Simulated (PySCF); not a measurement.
# Reading the logs of faulty runs: BClO

These are calculations, not measurements. They come from PySCF 2.14.0, an open-source quantum chemistry program, on an isolated molecule that a program drew, which may never have been made. The molecule is BClO (charge 0, singlet), drawn as the SMILES string `O=BCl`.

Each row is a Hartree-Fock (HF) and frozen-core CCSD(T) single point in the cc-pV(D+d)Z basis, meant for a local HF minimum. Run 1 is clean. Each other run has one planted mistake out of seven kinds, and not every kind appears here: one electron removed, one electron added, multiplicity raised by two, geometry at a saddle point, minimal basis STO-3G, one bond length entered in bohr, all coordinates scaled. The reference is restricted for singlets and unrestricted otherwise, and also for a bond in bohr. Adding or removing an electron swaps singlet and doublet. Electrons count all cores. HOMO and LUMO are orbital energies over both spins, the gradient is its largest component, and the lowest frequency (negative if imaginary) is given only where the gradient is small. Bond lengths are over the 2 bonds as drawn. T1 is the CCSD diagnostic: over 0.02 (restricted) or 0.045 (unrestricted) a single reference is doubtful.

Geometry of the clean run:
```xyz
3
BClO, angstrom
O    -0.8104   -1.4156   -0.5076
B    -0.3183   -0.3448   -0.3703
Cl    0.3841    1.1837   -0.1743
```

```
run  electrons  basis functions  <S^2>  HOMO (eV)  LUMO (eV)  gradient (hartree/bohr)  lowest frequency (cm^-1)  mean bond (Å)  longest bond (Å)      T1  HF (hartree)  CCSD(T) (hartree)                          mistake
  1         30               51  0.000     -13.57       4.20                  1.4e-06                       449         1.4399             1.694  0.0168    -559.14157         -559.56497                         no fault
  2         31               51  0.778       3.11      10.70                  1.3e-01                         -         1.4399             1.694  0.0178    -559.00628         -559.44659               one electron added
  3         30               51  0.000     -13.39       2.79                  1.4e-01                         -         1.5695             1.846  0.0219    -559.11232         -559.55033           all coordinates scaled
  4         30               51  0.999     -13.37      -1.31                  3.7e-03                         -         2.1934             3.200  0.0269    -559.00039         -559.39016  one bond length entered in bohr
  5         30               19  0.000     -11.35       9.26                  3.6e-02                         -         1.4399             1.694  0.0180    -552.86796         -553.00815                                ?
  6         30               51  2.019      -5.56      -0.68                  2.8e-01                         -         1.4399             1.694  0.0286    -558.89510         -559.27067                                ?
```

**Which mistake was planted in run 5, and what did it cost?**

It has 19 basis functions where the clean run has 51, with the same electrons and geometry. So the mistake is: minimal basis STO-3G. Subtracting run 1 and multiplying by 627.51 kcal/mol a hartree, the energy moved by 3936.7 kcal/mol in HF and 4114.5 kcal/mol in CCSD(T).

**Which mistake was planted in run 6, and what did it cost?**

Electrons, basis and geometry are unchanged, and <S^2> is 2.019, beside S(S+1) = 2.00 for a multiplicity of 3. So the mistake is: multiplicity raised by two. Subtracting run 1 and multiplying by 627.51 kcal/mol a hartree, the energy moved by 154.7 kcal/mol in HF and 184.7 kcal/mol in CCSD(T).

Cautions from the logs. Run 2: the HOMO is above zero, so the electron isn't bound and the energy depends on the basis; run 3: T1 is over the limit, so its CCSD(T) energy is less reliable.
